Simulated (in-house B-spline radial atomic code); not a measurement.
Results of a calculation; reference values are marked as such.
H in an electron gas of r_s = 4: phase shifts, screening and friction

A nucleus sits in a uniform electron gas with a rigid positive background. The Kohn-Sham equations are solved self-consistently in the spin-unpolarised LDA (PW92), non-relativistic, on B-splines with outgoing waves at the boundary and partial waves to l = 8. The model has no lattice, no bands and no magnetic solution. Atomic units; δ_l are the phase shifts at the Fermi level, counted so that each bound state adds π, and good to about 0.0005.

The density parameter is r_s = 4 bohr.

```tsv
l	δ_l (rad)
0	1.5916
1	-0.0135
2	0.0027
3	0.0008
4	-0.0001
5	0.0000
6	-0.0001
7	-0.0001
8	-0.0001
```

Bound levels below the band bottom (hartree): s -0.01146.

(1) Check the Friedel sum rule, and say where the screening charge sits.

(2) Find the transport cross section and the electronic stopping of a 0.2 keV H ion (mass 1.01 u).

Results:

(1) k_F = (9π/4)^(1/3)/r_s = 0.47979. The rule is Z = (2/π) Σ (2l + 1) δ_l. The terms are s 1.013, p -0.026, d 0.009, f 0.004 and -0.003 beyond, in all 0.996 against Z = 1. Bound states hold 2 s, 0 p, 0 d electrons, so the scattering states carry -1.00 in all; where a term is smaller than its bound count, the bound level has drawn weight out of the band.

(2) σ_tr = (4π/k_F²) Σ (l + 1) sin²(δ_l − δ_(l+1)). The terms for l = 0 to 3 are 0.9988, 0.0005, 0.0000, 0.0000, all together 0.9994, so σ_tr = 54.589 × 0.9994 = 54.555 bohr². With n = 3/(4π r_s³) = 0.00373, the friction coefficient is Q = n k_F σ_tr = 0.0976. For v well below v_F = 0.480, dE/dx = Q v; with 24801 eV per u at v = 1, v = √(200/(24801 × 1.01)) = 0.0894, so dE/dx = 0.00872 hartree/bohr = 4.49 eV/nm. The largest term couples the s and p waves.
